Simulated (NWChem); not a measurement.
All runs are NWChem calculations. System: H3Sb, charge 0, spin multiplicity 3, at a geometry optimised with UPBE0/def2-SVP with def2 effective core potentials on Sb. The structure started from a generated list of species. Its SCF solution wasn't tested for a lower state. Level: UB3LYP/x2c-SVPall-2c, scalar ZORA, VWN1-RPA local correlation.

Job file:

```
start mol
memory heap 200 mb stack 900 mb global 1100 mb
geometry units angstroms nocenter noautoz noautosym
  Sb     0.000000     0.000000    -0.030681
  H      1.850067     0.000000    -0.057074
  H     -1.850067     0.000000    -0.057074
  H      0.000000     0.000000     1.678899
end
basis spherical
  * library x2c-svpall-2c
end
relativistic
  zora on
end
dft
  xc b3lyp
  odft
  mult 3
  semidirect memsize 60000000 filesize 0
  iterations 100
  grid fine
end
task dft energy
```

Part of the output:

```
             Northwest Computational Chemistry Package (NWChem) 7.3.0
             --------------------------------------------------------

                                NWChem Input Module
                                -------------------

 Scaling coordinates for geometry "geometry" by  1.889725989
 (inverse scale =  0.529177249)

                             Geometry "geometry" -> ""
                             -------------------------

 Output coordinates in angstroms (scale by  1.889725989 to convert to a.u.)

  No.       Tag          Charge          X              Y              Z
 ---- ---------------- ---------- -------------- -------------- --------------
    1 Sb                  51.0000     0.00000000     0.00000000    -0.03068100
    2 H                    1.0000     1.85006700     0.00000000    -0.05707400
    3 H                    1.0000    -1.85006700     0.00000000    -0.05707400
    4 H                    1.0000     0.00000000     0.00000000     1.67889900

 Effective nuclear repulsion energy (a.u.)      45.5187748668

            Nuclear Dipole moment (a.u.)
            ----------------------------
        X                 Y               Z
 ---------------- ---------------- ----------------
     0.0000000000     0.0000000000     0.0000377945


 Summary of "ao basis" -> "" (spherical)
 ------------------------------------------------------------------------------
       Tag                 Description            Shells   Functions and Types
 ---------------- ------------------------------  ------  ---------------------
 *                       x2c-svpall-2c                on all atoms

                                 NWChem DFT Module
                                 -----------------

 Summary of "ao basis" -> "ao basis" (spherical)
 ------------------------------------------------------------------------------
       Tag                 Description            Shells   Functions and Types
 ---------------- ------------------------------  ------  ---------------------
 Sb                      x2c-svpall-2c              18       50   6s8p4d
[...]
    56      0.297503  3 H  s                 24      0.274438  1 Sb pz
    15     -0.124980  1 Sb pz                40     -0.122776  1 Sb d  2

 Vector   29  Occ=0.000000D+00  E= 2.245742D-02
              MO Center= -3.7D-08,  7.4D-09,  5.3D-01, r^2= 3.9D+00
   Bfn.  Coefficient  Atom+Function         Bfn.  Coefficient  Atom+Function
  ----- ------------  ---------------      ----- ------------  ---------------
    62     -1.204825  4 H  s                 24      1.100561  1 Sb pz
     5      0.612528  1 Sb s                  6      0.501941  1 Sb s
     4     -0.328802  1 Sb s                 61     -0.274123  4 H  s
    15     -0.248366  1 Sb pz                52     -0.236449  2 H  s
    57     -0.236449  3 H  s                 21      0.200013  1 Sb pz

   alpha - beta orbital overlaps
   -----------------------------

   alpha      1      2      3      4      5      6      7      8      9     10
    beta      1      2      5      3      4      6      8      7      9     11
 overlap   1.000  1.000  1.000  1.000  1.000  1.000  1.000  1.000  1.000  0.889

   alpha     11     12     13     14     15     16     17     18     19     20
    beta     10     13     14     12     15     18     16     17     22     23
 overlap   1.000  1.000  0.889  1.000  1.000  1.000  1.000  1.000  0.936  1.000

   alpha     21     22     23     24     25     26     27     28     29     30
    beta     19     20     21     24     25     26     27     28     29     30
 overlap   0.937  1.000  1.000  0.997  0.995  0.995  0.999  0.995  0.996  0.994

   alpha     31     32     33     34     35     36     37     38     39     40
    beta     31     33     32     34     35     36     37     38     39     40
 overlap   0.997  1.000  1.000  1.000  0.998  0.998  0.987  0.999  0.956  0.951

   alpha     41     42     43     44     45     46     47     48     49     50
    beta     41     42     43     44     45     46     47     48     49     50
 overlap   0.988  0.995  0.994  0.965  0.999  0.965  1.000  0.991  0.992  0.995

   alpha     51     52     53     54     55     56     57     58     59     60
    beta     51     52     53     54     55     56     57     58     59     60
 overlap   0.996  1.000  1.000  1.000  1.000  1.000  1.000  1.000  1.000  1.000

   alpha     61     62     63     64     65
    beta     61     62     63     64     65
 overlap   1.000  1.000  1.000  1.000  1.000

     --------------------------
     Expectation value of S2:
     --------------------------
      <S2> =      2.0126 (Exact =     2.0000)

 center of mass
 --------------
 x =   0.00000000 y =   0.00000000 z =  -0.03251709

 moments of inertia (a.u.)
 ------------------
          10.443362909088           0.000000000000           0.000000000000
           0.000000000000          35.080356337626           0.000000000000
           0.000000000000           0.000000000000          24.636993428538

     Multipole analysis of the density
     ---------------------------------

     L   x y z        total         alpha         beta         nuclear
     -   - - -        -----         -----         ----         -------
     0   0 0 0     -0.000000    -28.000000    -26.000000     54.000000

     1   1 0 0     -0.000000     -0.000000      0.000000      0.000000
     1   0 1 0     -0.000000     -0.000000     -0.000000      0.000000
     1   0 0 1     -0.046780      0.248394     -0.295212      0.000038

     2   2 0 0    -23.854090    -31.307457    -16.992338     24.445706
     2   1 1 0     -0.000000     -0.000000     -0.000000      0.000000
     2   1 0 1      0.000000      0.000000      0.000000      0.000000
     2   0 2 0    -21.682228    -14.209706     -7.472522      0.000000
     2   0 1 1      0.000000      0.000000      0.000000      0.000000
     2   0 0 2    -21.958421    -17.612027    -14.606863     10.260469

 Task  times  cpu:       17.7s     wall:       17.7s

 Total times  cpu:       17.7s     wall:       17.7s
```
